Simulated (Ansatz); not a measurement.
Process, species as SMILES: [CH3][Ge]([F])([F])[F] -> [CH2][Ge]([F])([F])[F] + H atom (the C-H bond at the site shown breaks; other sites are not compared here)
Structures are relaxed separately at B3LYP-D3(BJ)/def2-TZVP in Ansatz (an electronic-structure program), one conformer each, not searched for the lowest.
Geometry of the first species:
SMILES: [CH3][Ge]([F])([F])[F]
```xyz
8

C     -1.9206    -0.0137     0.1074
Ge    -0.0001     0.0000     0.0000
F      0.7689    -0.1770     1.5335
F      0.6360    -1.2674    -0.9816
F      0.6342     1.4589    -0.6660
H     -2.2459    -0.9600     0.5348
H     -2.2471     0.8096     0.7397
H     -2.3333     0.1019    -0.8928
```

Quantity: bond dissociation energy (electronic energy difference), in kJ/mol. Valence correlation only, unless marked. Open shells are spin-unrestricted. Spin-orbit coupling is left out. Frozen are the shells of the preceding noble gas and the d and f shells that filled before the atom's block. Non-relativistic. CBS marks a two-point X^-3 extrapolation of the correlation energy; Hartree-Fock from the larger set.

```tsv
level	program	bond dissociation energy (kJ/mol)
BLYP-D3(BJ)/def2-TZVPD	Ansatz + dftd3	?
revPBE-D4/def2-TZVPD	Ansatz + dftd4	452.5
revPBE/def2-TZVPD	Ansatz	448.3
PBE0/def2-TZVPD	Ansatz	?
CAM-B3LYP/def2-TZVPD	Ansatz	463.0
SCS-MP2/6-31G*	Ansatz	433.7
SCS-MP2/cc-pVTZ	Ansatz	466.6
CCSD(T)/CBS(cc-pVTZ,cc-pVQZ)	Ansatz	468.9
```

Task: Fill in the missing entries.

Result: 
- BLYP-D3(BJ)/def2-TZVPD, bond dissociation energy (kJ/mol): 459.6
- PBE0/def2-TZVPD, bond dissociation energy (kJ/mol): 455.2
